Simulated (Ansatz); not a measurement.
Input file for Ansatz (an electronic-structure program): R-PBE0/def2-TZVPPD on CH3NO2 (a complex), monomers drawn apart or pushed together. Files ending in .json are basis or fitting sets from the Basis Set Exchange.

Ansatz 0.2 input:
```yaml
crystal:
  periodic: [false, false, false]
  atoms:
    - {symbol: N, position_ang: [-0.14805537, -0.12973528, 0.57902812]}
    - {symbol: H, position_ang: [0.76523983, -0.07982703, 0.14215747]}
    - {symbol: H, position_ang: [-0.58445209, -0.98922504, 0.26534908]}
    - {symbol: H, position_ang: [-0.70112087, 0.64117481, 0.22264222]}
    - {symbol: O, position_ang: [0.78330340, -0.92037407, 3.17323067]}
    - {symbol: C, position_ang: [0.03185503, -0.03664267, 3.15841208]}
    - {symbol: O, position_ang: [-0.71483821, 0.84965447, 3.21243210]}
basis:
  gaussian:
    orbitals: def2-TZVPPD.json
hamiltonian:
  xc: {name: PBE0}
scf: {lower_state_search: off}
```

The head of its log:

```
WARN ansatz: RAYON_NUM_THREADS=1 ignored (pool sized by the plan → 1); use --threads N
Functional definition: PBE0
these checks for a lower state are left out or cut short: stability, starts, cluster_reference, orbital_swaps, neighbouring_geometries, increment
integrals: 0.09 GiB planned
898 factors; their error is unknown
mean field: 0.89 GiB planned
mean field evaluation 1: about -6658.1281 eV, gradient 7.1e1 eV
mean field evaluation 2: about -6649.3174 eV, gradient 9.6e1 eV
```

### Question
Predict the final total energy.

### Answer
-244.9866 hartree.
